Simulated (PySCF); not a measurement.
**Orbital picture of SnC**

TPSS at R = 2.025 Å; Sn x2c-SVPall, C x2c-SVPall; spin-free X2C with a Gaussian nucleus (PySCF 2.14). State: ³Π (triplet), unpaired electrons σ ↑, π ↑. Only the outer orbitals are listed, counted within each symmetry.

| spin | orbital | occ. | ε (eV) | on Sn (%) | main shells (%) |
| --- | --- | --- | --- | --- | --- |
| α | 11σ | 1 | -15.17 | 31 | 67 C s, 23 Sn s |
| α | 12σ | 1 | -10.04 | 67 | 64 Sn s, 22 C s, 11 C p |
| α | 13σ | 1 | -6.20 | 41 | 56 C p, 30 Sn p, 11 Sn s |
| α | 6π | 1 | -6.19 | 31 | 69 C p, 29 Sn p |
| α | 6π | 1 | -5.46 | 34 | 66 C p, 32 Sn p |
| α | 7π | 0 | -2.93 | 73 | 72 Sn p, 26 C p |
| α | 7π | 0 | -2.36 | 70 | 68 Sn p, 30 C p |
| α | 14σ | 0 | 0.58 | 100 | 81 Sn p, 12 Sn s, 11 C p |
| β | 11σ | 1 | -13.52 | 46 | 50 C s, 39 Sn s |
| β | 12σ | 1 | -8.79 | 68 | 56 Sn s, 31 C s, 11 Sn p |
| β | 6π | 1 | -4.82 | 59 | 58 Sn p, 41 C p |
| β | 6π | 0 | -4.36 | 70 | 69 Sn p, 30 C p |
| β | 13σ | 0 | -3.85 | 37 | 51 C p, 33 Sn p, 13 C s |
| β | 7π | 0 | -1.82 | 47 | 53 C p, 43 Sn p |

**Question.** Which are the highest filled and the lowest empty level, where do they sit, and how wide is the gap?

**Answer.** Highest filled β 6π at -4.82 eV (in %: 58 Sn p, 41 C p); lowest empty β 6π at -4.36 eV (in %: 69 Sn p, 30 C p); the gap at TPSS is 0.46 eV. Both belong to one degenerate shell, split only by its one-sided filling, so this is no excitation gap.

| Property | Result |
| --- | --- |
| bond order (Mayer) | 2.12 |
| ⟨S²⟩ | 2.064 |
| charge on Sn (Mulliken, basis-dependent) | 0.25 |
| charge on Sn (Löwdin, basis-dependent) | 0.22 |
| dipole moment (positive dipole means Sn(−)C(+)) | -2.47 D |

Spin–orbit coupling is left out. The state was picked by a PBE0 search and need not be the measured ground state.
